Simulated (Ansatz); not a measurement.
A nudged elastic band was laid between two geometries of FH4SSbSi (8 atoms, charge 0, multiplicity 1).

Level of theory: RKS PBE/def2-SVP in Ansatz.

```yaml
movable_images: 5
climbing_image: yes
spring: 5.0 eV/Å²
optimiser: quadratic models (default)
start_path: IDPP
force_threshold: 0.05 eV/Å
iteration_limit: 60
end_points: relaxed
```

Initial state:

```xyz
8
Properties=species:S:1:pos:R:3
F -2.458 0.713 -0.860
Sb -1.523 1.607 0.624
S -0.380 -0.325 1.641
Si 0.921 -0.905 0.002
H -0.145 2.018 -0.381
H 0.140 -1.044 -1.273
H 1.519 -2.228 0.389
H 2.018 0.106 -0.197
```

Final state:

```xyz
8
Properties=species:S:1:pos:R:3
F -0.057 2.620 0.598
Sb -1.667 1.490 0.534
S -0.749 -0.622 1.417
Si 0.729 -1.054 -0.115
H -1.386 1.027 -1.133
H 0.065 -1.432 -1.412
H 1.533 -2.217 0.396
H 1.623 0.131 -0.340
```

(1) Which bonds break or form, and what moves?

(2) Give the energies along the band, and the barrier.

(3) What is the geometry of the highest image?

(4) What are the harmonic wavenumbers there?

## Answers

(1) No bond is made or broken. The height of Sb2 over the plane of its neighbours goes from -1.05 to 1.05 Å. The two ends are copies of one structure, up to a mirror image or an exchange of like atoms. The height can change sign by an inversion or by a turn that exchanges like atoms.

(2) The forces met the threshold. The highest image is number 3 of 0 to 6, 1.26 eV above the ends, which have the same energy within 2 meV. A vibrational analysis at the climbing image gives one clearly imaginary mode, 179i cm⁻¹: a first-order saddle point.

| image | path coordinate (Å) | energy (eV) | height of Sb2 over the plane of its neighbours (Å) |
| --- | --- | --- | --- |
| 0 | 0.00 | 0.00 | -1.05 |
| 1 | 1.05 | 0.03 | -1.03 |
| 2 | 2.11 | 0.40 | -0.90 |
| 3 | 3.16 | 1.26 | 0.00 |
| 4 | 4.22 | 0.39 | 0.90 |
| 5 | 5.29 | 0.03 | 1.03 |
| 6 | 6.35 | 0.00 | 1.05 |

(3) 
```xyz
8
Properties=species:S:1:pos:R:3:forces:R:3
F -2.948 2.365 -0.940 0.00 0.00 0.00
Sb -1.982 1.075 0.289 0.00 0.00 0.00
S -0.446 -0.582 1.534 0.00 0.00 0.00
Si 1.251 -0.918 0.234 0.00 0.00 0.00
H -0.758 1.002 -0.954 0.00 0.00 0.00
H 0.797 -1.484 -1.083 0.00 0.00 0.00
H 2.197 -1.891 0.882 0.00 0.00 0.00
H 1.980 0.374 -0.017 0.00 0.00 0.00
```

(4) 179i, 14, 72, 151, 244, 267, 491, 519, 593, 599, 777, 889, 899, 906, 1837, 2156, 2166, 2172 cm⁻¹.

The run took 32 s on 2 threads of AMD EPYC 9R45 96-Core Processor (Zen 5), with other jobs on the host, peak memory 0.16 GiB.
